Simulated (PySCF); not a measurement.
# Co²⁺ (cobalt, charge +2): BP86 calculation

Configuration: [Ar] 3d7, high-spin 4F determinant. All numbers are calculated (PySCF 2.14, no relativity, point nucleus, in def2-TZVP (6s4p4d1f, 45 functions)).

```
Total energy                                     : -1381.976 hartree
One-electron energy                              : -1894.428 hartree
Hartree (Coulomb) energy                         : 571.473 hartree
Exchange-correlation energy                      : -59.021 hartree
Kinetic energy                                   : 1379.67378 hartree
⟨S²⟩                                             : 3.7510
⟨L²⟩                                             : 12.007
Sum of ⟨r⟩                                       : 15.57 bohr
Sum of ⟨r²⟩                                      : 16.07 bohr²
Density at the nucleus (Gaussians lack the cusp) : 13000 bohr⁻³
Spin density at the nucleus                      : 0.182 bohr⁻³
Langevin diamagnetic susceptibility              : -12.7 ×10⁻⁶ cm³/mol
Time after the integrals                         : 0.79 s of wall time on 1 thread of Neoverse-V1 (shared host)
```

```json
{"shell": "1s α", "electrons": "1", "mean orbital energy (eV)": "-7538.5", "spread (eV)": "0", "rms radius, mean of both spins (bohr)": "0.0658"}
{"shell": "1s β", "electrons": "1", "mean orbital energy (eV)": "-7538.5", "spread (eV)": "0", "rms radius, mean of both spins (bohr)": "0.0658"}
{"shell": "2s α", "electrons": "1", "mean orbital energy (eV)": "-902.97", "spread (eV)": "0", "rms radius, mean of both spins (bohr)": "0.281"}
{"shell": "2s β", "electrons": "1", "mean orbital energy (eV)": "-901.38", "spread (eV)": "0", "rms radius, mean of both spins (bohr)": "0.281"}
{"shell": "2p α", "electrons": "3", "mean orbital energy (eV)": "-786.49", "spread (eV)": "0", "rms radius, mean of both spins (bohr)": "0.250"}
{"shell": "2p β", "electrons": "3", "mean orbital energy (eV)": "-785.30", "spread (eV)": "0", "rms radius, mean of both spins (bohr)": "0.250"}
{"shell": "3s α", "electrons": "1", "mean orbital energy (eV)": "-120.19", "spread (eV)": "0", "rms radius, mean of both spins (bohr)": "0.842"}
{"shell": "3s β", "electrons": "1", "mean orbital energy (eV)": "-116.76", "spread (eV)": "0", "rms radius, mean of both spins (bohr)": "0.842"}
{"shell": "3p α", "electrons": "3", "mean orbital energy (eV)": "-85.406", "spread (eV)": "0", "rms radius, mean of both spins (bohr)": "0.891"}
{"shell": "3p β", "electrons": "3", "mean orbital energy (eV)": "-82.032", "spread (eV)": "0", "rms radius, mean of both spins (bohr)": "0.891"}
{"shell": "3d α", "electrons": "5", "mean orbital energy (eV)": "-28.493", "spread (eV)": "1.169", "rms radius, mean of both spins (bohr)": "1.16"}
{"shell": "3d β", "electrons": "2", "mean orbital energy (eV)": "-26.212", "spread (eV)": "0", "rms radius, mean of both spins (bohr)": "1.16"}
```
